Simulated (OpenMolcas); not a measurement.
An atom or ion with 51 electrons was computed by SS-CASPT2, IPEA 0.25 Eh, imaginary shift 0.1 Eh with spin-orbit coupling (OpenMolcas, ANO-RCC-VTZP, DKH2). The lowest levels that the run gave, each within 12 % of the measured value where one is at hand:

```
  J  Parity  E (cm-1)      g
3/2     odd       0.0  1.968
3/2     odd     11330  0.890
5/2     odd     13120  1.200
1/2     odd     21990  0.666
3/2     odd     24660  1.277
```

**Question.** Which ion is it, and what are the configurations and terms?

**Answer.** Te+ (Z = 52, charge +1; active space 3 electrons in 3 orbitals (5p)). J, parity and g give the terms where levels are pure, and mixed ones are named by the computed weights; the size of the splittings, set against known spectra of the 51-electron sequence, gives the charge. In order, with the measured energies in cm-1 (NIST Handbook of Basic Atomic Spectroscopic Data): 5s2 5p3 4S* 3/2, 5s2 5p3 2D* 3/2 (10222), 5s2 5p3 2D* 5/2 (12422), 5s2 5p3 2P* 1/2 (20547), 5s2 5p3 2P* 3/2 (24032).

CASPT2 breaks the degeneracy within a term, and the mean is taken; among the terms shown or strongly mixed into the levels shown the widest spread is 110 cm-1 (5s2 5p3 2D*). With the s shell closed, the reference lacks s² → p² mixing. Computed and measured levels are paired by configuration, term and J; levels that our copy of the source lacks, or whose pairing is in doubt (as where it misses far off the trend of its configuration), stay unpaired and out of the deviations. Levels of configurations outside the active space are missing.

* marks odd parity.
